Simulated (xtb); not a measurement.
Sn(H)(F)(OH)2 (FH₃O₂Sn), SMILES [SnH]([OH])([F])[OH]. All values are semi-empirical tight-binding results from xtb (GFN2-xTB unless named), good for trends rather than for accurate numbers. Geometry: GFN2-xTB. The values are those of a single conformer.

For metal compounds this method's bond lengths and energies can be far off.

The orbital gap is 5.55 eV and the zero-point energy comes out as 19.7 kcal/mol. The G − E(el) at 298.15 K (modified RRHO) is -0.3 kcal/mol.
